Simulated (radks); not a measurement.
Values are calculated unless marked as measured or tabulated.
Question: These are the eigenvalues of the occupied orbitals of an atom or ion with whole-number occupations (hartree). Code: a radial shooting solver on a logarithmic mesh with Libxc functionals. Model: Dirac Kohn-Sham, PBE, spin-unpolarised, spherical densities, finite nucleus; Fermi nuclear charge, rms radius of each element as measured or else 0.836 A^(1/3) + 0.57 fm.

1s1/2: -1277.985
2s1/2: -212.2231
2p1/2: -200.3801
2p3/2: -188.4419
3s1/2: -55.37369
3p1/2: -50.46787
3p3/2: -48.16530
3d3/2: -39.59243
3d5/2: -39.10115
4s1/2: -20.92165
4p1/2: -19.07098
4p3/2: -18.50324
4d3/2: -15.42409

Which element is it, and in what charge state? The configuration may be excited. Open shells, if any, fill j = l - 1/2 first.

Answer: Z = 54, xenon, charge +17: Xe17+ in [Kr] 4d1. The list shows which subshells hold electrons but not how many an open one holds; the 1s level, -1278 hartree, gives Z - s = 50.6 by -(Z - s)^2/2, which with screening and relativity narrows Z to a few neighbours, and the depths of the outer levels then fix element, charge and occupations together.
